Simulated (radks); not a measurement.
The carbon anion C- inside a hard spherical wall (all orbitals vanish at R), configuration held at [He] 2s2 2p3 and not refilled when levels cross. Method: scalar-relativistic Kohn-Sham, LDA (Slater exchange, VWN5 correlation), spin-polarised, spherical densities, point nucleus; open shells are filled with parallel spins first; computed with a radial shooting solver on a logarithmic mesh with Libxc functionals. Eigenvalues in eV for spin up, with the zero of energy where the potential of the charges vanishes at infinity; a dash marks a level that is unbound or too diffuse for the functional's potential to be trusted. A positive occupied level is held by the wall or, in an anion where self-interaction has pushed it up, behind a barrier. The pressure on the wall is -dE/dV.

R (bohr)  E (hartree)  kinetic (hartree)    e(1s)   e(2s)   e(2p)  e(3s, empty)  e(3p, empty)  pressure (GPa)
20          -37.55385             37.345  -261.45  -6.347   1.519         2.063         2.308        0.000389
6           -37.51656             37.480  -258.53  -4.231   3.689        10.921        13.869            1.93
5           -37.46484             37.670  -256.38  -2.880   5.227        16.527        20.009            7.92
4           -37.30129             38.229  -251.58   0.112   8.685        28.787        32.366            42.2
3           -36.67154             40.061  -239.80   8.238  17.756        60.850        62.028             314
2.5         -35.74028             42.377  -228.05  18.010  27.936        97.722        94.042            1030
2           -33.48491             47.289  -208.30  39.012  47.883        172.61        155.69            4120
